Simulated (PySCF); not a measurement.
PySCF input for B(Cl)(Me)(SMe) (C2H6BClS), SMILES CSB(C)Cl, PBE0-D3(BJ)/def2-SVP. Coordinates come from a PBE0-D3(BJ)/def2-SVP optimisation. The structure was generated by enumeration, and PubChem lists no compound with its InChIKey, so it may never have been made. Other conformers were not sampled.

```python
import numpy as np
from pyscf import gto, scf, dft, df
from pyscf.hessian import thermo

mol = gto.M(
    atom='''
    B    -0.30520243    0.39320766   -0.00000000
    Cl    0.39154206    2.01992149   -0.00000000
    C    -1.85656299    0.18313898    0.00000000
    H    -2.16955632   -0.40120728    0.88172400
    H    -2.40795687    1.13295012   -0.00000000
    H    -2.16955632   -0.40120728   -0.88172400
    S     0.89918319   -0.92983494    0.00000000
    C    -0.11788424   -2.43274781   -0.00000000
    H    -0.74815467   -2.48718932   -0.89780549
    H     0.57292830   -3.28584862   -0.00000000
    H    -0.74815467   -2.48718932    0.89780550
    ''',
    basis='def2-SVP',
    charge=0,
    spin=0,
    max_memory=1600,
    verbose=3,
)
mf = dft.RKS(mol, xc='pbe0').density_fit(auxbasis='def2-universal-jkfit')
mf.disp = 'd3bj'
mf.grids.level = 3
mf.conv_tol = 1e-11
mf.max_cycle = 100
mf.kernel()

# [left out here: the lines that compute and print the analytic Hessian (its translational invariance restored by hand, since the grid's response is missing), thermochemistry and intensities]
```

Output:

```
[...]
       8   H                 0.00 -0.01 -0.01   -0.02  0.05  0.00   -0.11 -0.12 -0.01
       9   H                -0.00  0.00  0.01   -0.09 -0.08  0.00   -0.13 -0.19  0.00
      10   H                -0.00  0.01 -0.01   -0.02  0.05 -0.00   -0.11 -0.12  0.01
Mode                                 9                  10                  11
Irrep
Freq [cm^-1]                      779.1710            838.3093            956.0575
Reduced mass [au]                   1.8456              1.6142              1.1950
Force const [Dyne/A]                0.6602              0.6684              0.6436
Char temp [K]                    1121.0536           1206.1405           1375.5539
Normal mode                   x     y     z       x     y     z       x     y     z
       0   B                -0.03  0.13 -0.00   -0.00  0.00  0.14   -0.00 -0.00 -0.00
       1  Cl                -0.02 -0.03  0.00   -0.00 -0.00 -0.01    0.00  0.00  0.00
       2   C                -0.02  0.10  0.00   -0.00  0.00 -0.13    0.00  0.00 -0.00
       3   H                 0.29 -0.13 -0.04    0.48  0.08  0.12    0.01  0.00 -0.00
       4   H                -0.51 -0.19 -0.00   -0.00 -0.00  0.28    0.00 -0.00  0.00
       5   H                 0.29 -0.13  0.04   -0.48 -0.08  0.12   -0.01 -0.00 -0.00
       6   S                 0.02 -0.05  0.00    0.00 -0.00 -0.01   -0.00  0.00 -0.02
       7   C                 0.03  0.04  0.00    0.00  0.00 -0.00    0.00 -0.00  0.11
       8   H                 0.02  0.03  0.00   -0.01 -0.01  0.00    0.37  0.46 -0.17
       9   H                 0.00  0.02 -0.00   -0.00 -0.00  0.01   -0.00 -0.00 -0.25
      10   H                 0.02  0.03 -0.00    0.01  0.01  0.00   -0.37 -0.46 -0.17
Mode                                12                  13                  14
Irrep
Freq [cm^-1]                      973.9406           1041.0531           1124.4620
Reduced mass [au]                   1.2799              3.5317              2.9713
Force const [Dyne/A]                0.7153              2.2552              2.2136
Char temp [K]                    1401.2837           1497.8437           1617.8504
Normal mode                   x     y     z       x     y     z       x     y     z
       0   B                 0.03  0.03 -0.00   -0.04 -0.24  0.00    0.24 -0.03  0.00
       1  Cl                -0.00 -0.01  0.00    0.01  0.03 -0.00   -0.01 -0.01 -0.00
       2   C                -0.03 -0.01  0.00    0.01  0.08 -0.00   -0.07  0.02 -0.00
       3   H                -0.07  0.01  0.00    0.24 -0.12 -0.05   -0.20 -0.05 -0.08
       4   H                -0.00  0.00 -0.00   -0.21 -0.06  0.00   -0.37 -0.15 -0.00
       5   H                -0.07  0.01 -0.00    0.24 -0.12  0.05   -0.20 -0.05  0.08
       6   S                 0.03 -0.01 -0.00   -0.00  0.02 -0.00   -0.02  0.02 -0.00
       7   C                -0.10  0.05  0.00   -0.02  0.02  0.00    0.01 -0.02 -0.00
       8   H                 0.01 -0.41 -0.06    0.00 -0.07 -0.01    0.00  0.08  0.00
       9   H                 0.43  0.48 -0.00    0.06  0.09 -0.00    0.00 -0.02  0.00
      10   H                 0.01 -0.41  0.06    0.00 -0.07  0.01    0.00  0.08 -0.00
Mode                                15                  16                  17
Irrep
Freq [cm^-1]                     1323.0089           1335.1219           1421.0041
Reduced mass [au]                   1.5268              1.1680              1.0617
Force const [Dyne/A]                1.5746              1.2267              1.2631
Char temp [K]                    1903.5152           1920.9431           2044.5085
Normal mode                   x     y     z       x     y     z       x     y     z
       0   B                -0.09 -0.00 -0.00    0.03 -0.00  0.00   -0.02 -0.03  0.00
       1  Cl                 0.00  0.00 -0.00   -0.00  0.00 -0.00    0.00  0.00 -0.00
       2   C                 0.15  0.03  0.00   -0.01  0.00  0.00    0.04 -0.04  0.00
       3   H                -0.42 -0.06 -0.26   -0.01 -0.02 -0.01    0.01  0.48  0.33
       4   H                -0.28 -0.21 -0.00    0.00  0.01  0.00   -0.37 -0.27 -0.00
       5   H                -0.42 -0.06  0.26   -0.01 -0.02  0.01    0.01  0.48 -0.33
       6   S                 0.01 -0.00  0.00   -0.00  0.01  0.00    0.00 -0.00 -0.00
       7   C                -0.00  0.01 -0.00    0.06  0.09  0.00    0.01 -0.00 -0.00
       8   H                 0.01 -0.03 -0.01   -0.17 -0.46  0.17   -0.13  0.01  0.10
       9   H                -0.01 -0.00  0.00   -0.44 -0.33 -0.00    0.06  0.04  0.00
      10   H                 0.01 -0.03  0.01   -0.17 -0.46 -0.17   -0.13  0.01 -0.10
Mode                                18                  19                  20
Irrep
Freq [cm^-1]                     1430.4224           1448.8335           1454.1206
Reduced mass [au]                   1.0487              1.0484              1.0493
Force const [Dyne/A]                1.2642              1.2966              1.3073
Char temp [K]                    2058.0593           2084.5489           2092.1558
Normal mode                   x     y     z       x     y     z       x     y     z
       0   B                 0.00  0.00  0.01   -0.00  0.00 -0.00   -0.00  0.00  0.01
       1  Cl                -0.00 -0.00 -0.00    0.00 -0.00  0.00    0.00 -0.00 -0.00
       2   C                -0.00  0.00  0.05   -0.01  0.01 -0.00   -0.00  0.00  0.02
       3   H                 0.31 -0.30 -0.05   -0.01 -0.12 -0.08    0.13 -0.12 -0.02
       4   H                 0.00  0.00 -0.66    0.09  0.06  0.00    0.00  0.00 -0.27
       5   H                -0.31  0.30 -0.05   -0.01 -0.12  0.08   -0.13  0.12 -0.02
       6   S                -0.00  0.00 -0.00    0.00 -0.00 -0.00    0.00 -0.00  0.00
       7   C                -0.00  0.00 -0.02    0.05 -0.03 -0.00    0.00 -0.00  0.06
       8   H                -0.06  0.16  0.02   -0.49  0.12  0.36    0.16 -0.40 -0.05
       9   H                -0.00 -0.00  0.27    0.30  0.20  0.00    0.00  0.00 -0.65
      10   H                 0.06 -0.16  0.02   -0.49  0.12 -0.36   -0.16  0.40 -0.05
Mode                                21                  22                  23
Irrep
Freq [cm^-1]                     3051.6878           3074.5392           3132.1126
Reduced mass [au]                   1.0402              1.0317              1.0980
Force const [Dyne/A]                5.7073              5.7457              6.3462
Char temp [K]                    4390.6993           4423.5774           4506.4128
Normal mode                   x     y     z       x     y     z       x     y     z
       0   B                 0.00  0.00  0.00   -0.00  0.00  0.00    0.00 -0.00 -0.00
       1  Cl                -0.00  0.00 -0.00    0.00 -0.00 -0.00   -0.00  0.00 -0.00
       2   C                -0.05 -0.02  0.00    0.00  0.00 -0.00    0.00 -0.00 -0.09
       3   H                 0.17  0.33 -0.50   -0.01 -0.01  0.02   -0.20 -0.36  0.53
       4   H                 0.21 -0.38 -0.00   -0.01  0.02  0.00   -0.00  0.00 -0.02
       5   H                 0.17  0.33  0.50   -0.01 -0.01 -0.02    0.20  0.36  0.53
       6   S                -0.00 -0.00  0.00    0.00  0.00  0.00   -0.00  0.00  0.00
       7   C                -0.00 -0.00  0.00   -0.03 -0.04 -0.00    0.00  0.00 -0.00
       8   H                 0.01  0.00  0.02    0.33  0.01  0.49    0.01  0.00  0.02
       9   H                -0.01  0.01  0.00   -0.34  0.40  0.00    0.00 -0.00  0.00
      10   H                 0.01  0.00 -0.02    0.33  0.01 -0.49   -0.01 -0.00  0.02
Mode                                24                  25                  26
Irrep
Freq [cm^-1]                     3177.2003           3189.0534           3195.0830
Reduced mass [au]                   1.1021              1.1088              1.1065
Force const [Dyne/A]                6.5551              6.6441              6.6554
Char temp [K]                    4571.2839           4588.3378           4597.0131
Normal mode                   x     y     z       x     y     z       x     y     z
       0   B                 0.00  0.00 -0.00   -0.00 -0.00 -0.00   -0.00 -0.00  0.00
       1  Cl                 0.00 -0.00  0.00   -0.00 -0.00  0.00    0.00 -0.00 -0.00
       2   C                -0.02  0.09 -0.00   -0.00  0.00 -0.00    0.00  0.00  0.00
       3   H                -0.09 -0.14  0.23   -0.01 -0.01  0.02   -0.00 -0.00  0.00
       4   H                 0.43 -0.74 -0.00    0.00 -0.00 -0.00    0.00 -0.00  0.00
       5   H                -0.09 -0.14 -0.23    0.01  0.01  0.02   -0.00 -0.00 -0.00
       6   S                 0.00  0.00 -0.00    0.00 -0.00 -0.00    0.00 -0.00  0.00
       7   C                 0.00 -0.00 -0.00   -0.00  0.00  0.09   -0.08  0.05 -0.00
       8   H                 0.00 -0.00 -0.00   -0.39 -0.02 -0.55    0.19  0.02  0.30
       9   H                -0.00  0.00 -0.00    0.00 -0.00  0.01    0.51 -0.62 -0.00
      10   H                 0.00 -0.00  0.00    0.39  0.02 -0.55    0.19  0.02 -0.30
temperature 298.1500 [K]
pressure 101325.00 [Pa]
Rotational constants [GHz] 5.41508 1.85419 1.40577
Symmetry number 1
Zero-point energy (ZPE) 0.08130 [Eh]   213457.731 [J/mol]
                           tot       elec      trans        rot        vib
Entropy [J/mol/K]       364.738      0.000    167.185    115.157     82.396
Cv [J/mol/K]             99.351      0.000     12.472     12.472     74.407
Cp [J/mol/K]            107.665      0.000     20.786     12.472     74.407
Internal energy [J/mol]                      3718.434   3718.434 225602.135
Internal energy [Eh]   -962.30143  -962.39019
Enthalpy [J/mol]                             6197.391   3718.434 225602.135
Enthalpy [Eh]          -962.30049
Gibbs free energy [J/mol]                  -43648.777 -30615.651 201035.899
Gibbs free energy [Eh] -962.34191
static polarisability / bohr^3: [[56.362 -0.431 -0.   ]
 [-0.431 79.027 -0.   ]
 [ 0.     0.    40.775]]
largest difference of analytic and finite-field dipole derivatives / e: 0.0010400348347072708
mode   freq/cm-1   IR/(km/mol)   Raman/(A^4/amu)   depolarisation
   1       29.58         0.622             0.015            0.750
   2      113.15         0.818             0.164            0.750
   3      140.13         0.069             0.002            0.750
   4      189.20         0.556             0.329            0.247
   5      273.08         0.729             2.601            0.504
   6      311.88         1.430             3.495            0.539
   7      392.83         0.486             1.016            0.750
   8      552.59         5.465            10.417            0.105
   9      739.72         3.611             9.235            0.243
  10      779.17        38.855             2.407            0.598
  11      838.31        10.221             0.280            0.750
  12      956.06         4.078             3.219            0.750
  13      973.94        16.251             4.299            0.605
  14     1041.05       253.849             2.190            0.601
  15     1124.46        76.387             0.027            0.267
  16     1323.01        75.107             6.448            0.580
  17     1335.12         2.602             3.940            0.634
  18     1421.00         6.073             7.024            0.749
  19     1430.42         2.703            19.814            0.750
  20     1448.83         9.545            10.854            0.749
  21     1454.12        20.283            10.586            0.750
  22     3051.69         0.697           139.924            0.002
  23     3074.54        13.522           125.895            0.012
  24     3132.11         2.435            59.294            0.750
  25     3177.20         4.380            82.116            0.652
  26     3189.05         2.406            47.776            0.750
  27     3195.08         1.476            83.327            0.695
max |gradient| / (hartree/bohr): 2.3415795249913168e-05
APT charges: [ 0.9593 -0.4908 -0.3195  0.0337  0.0325  0.0337 -0.3223  0.0415  0.0022
  0.0275  0.0022]
```

The run converged.

Cost: very roughly 4 core-minutes.
